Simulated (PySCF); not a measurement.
## I⁺ (iodine, charge +1) across methods

[Kr] 4d10 5s2 5p3 5d1, high-spin 5D determinant (an excited configuration). Calculation: PySCF 2.14, in aug-cc-pwCVTZ-PP with ECP28MDF (8s7p6d4f1g, 96 functions); a scalar-relativistic core potential. The B2PLYP total includes its PT2 part (frozen core); its orbital energies are those of the SCF part.

```json
{"method": "LDA", "E (hartree)": "-294.4944", "mean ε 5s β (eV)": "-27.511", "mean ε 5p α (eV)": "-18.334", "mean ε 5d α (eV)": "-5.893", "Σ⟨r²⟩ (bohr²)": "55.77", "⟨S²⟩": "6.000"}
{"method": "r2SCAN", "E (hartree)": "-295.0467", "mean ε 5s β (eV)": "-26.911", "mean ε 5p α (eV)": "-18.792", "mean ε 5d α (eV)": "-5.971", "Σ⟨r²⟩ (bohr²)": "55.48", "⟨S²⟩": "6.001"}
{"method": "B2PLYP", "E (hartree)": "-294.6534", "mean ε 5s β (eV)": "-28.862", "mean ε 5p α (eV)": "-20.865", "mean ε 5d α (eV)": "-7.095", "Σ⟨r²⟩ (bohr²)": "55.80", "⟨S²⟩": "6.001"}
{"method": "HSE06", "E (hartree)": "-294.9392", "mean ε 5s β (eV)": "-27.666", "mean ε 5p α (eV)": "-19.239", "mean ε 5d α (eV)": "-6.266", "Σ⟨r²⟩ (bohr²)": "55.52", "⟨S²⟩": "6.001"}
{"method": "UHF", "E (hartree)": "-293.96162", "mean ε 5s β (eV)": "-29.547", "mean ε 5p α (eV)": "-23.309", "mean ε 5d α (eV)": "-8.356", "Σ⟨r²⟩ (bohr²)": "55.92", "⟨S²⟩": "6.002"}
{"method": "PBE", "E (hartree)": "-294.9215", "mean ε 5s β (eV)": "-26.938", "mean ε 5p α (eV)": "-18.227", "mean ε 5d α (eV)": "-5.953", "Σ⟨r²⟩ (bohr²)": "55.56", "⟨S²⟩": "6.001"}
{"method": "CAM-B3LYP", "E (hartree)": "-294.9182", "mean ε 5s β (eV)": "-29.763", "mean ε 5p α (eV)": "-20.912", "mean ε 5d α (eV)": "-7.437", "Σ⟨r²⟩ (bohr²)": "55.58", "⟨S²⟩": "6.001"}
{"method": "PBE0", "E (hartree)": "-294.9439", "mean ε 5s β (eV)": "-27.945", "mean ε 5p α (eV)": "-19.685", "mean ε 5d α (eV)": "-6.641", "Σ⟨r²⟩ (bohr²)": "55.41", "⟨S²⟩": "6.001"}
```

(1) Estimate the same row for TPSS.

Energies and moments cover only the electrons outside the core potential. The outer electron is Rydberg-like, and this basis confines it to a smaller radius and binds it less than a complete one would.

Answers

(1) E (hartree) = -294.8191; mean ε 5s β (eV) = -26.704; mean ε 5p α (eV) = -18.350; mean ε 5d α (eV) = -5.922; Σ⟨r²⟩ (bohr²) = 55.50; ⟨S²⟩ = 6.001.
